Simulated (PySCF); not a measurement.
Correlation energy of Hg²⁺ (mercury, charge +2)

[Xe] 4f14 5d9 6s1, 6s spin antiparallel (an excited configuration). Calculation: PySCF 2.14, in aug-cc-pVDZ-PP with ECP60MDF; scalar relativity through the core potential. Frozen: 5s2 5p6; 10 electrons correlated.

MP2 pair energies summed by pair of shells (mhartree):

```tsv
pair	energy	share (%)
5d-5d	-203.58	80.8
5d-6s	-48.28	19.2
```

Total MP2 correlation energy: -251.86 mhartree.

Same-spin part -88.95 and opposite-spin part -162.90 mhartree; SCS-MP2 scales them by 1/3 and 6/5 to -225.14 mhartree.
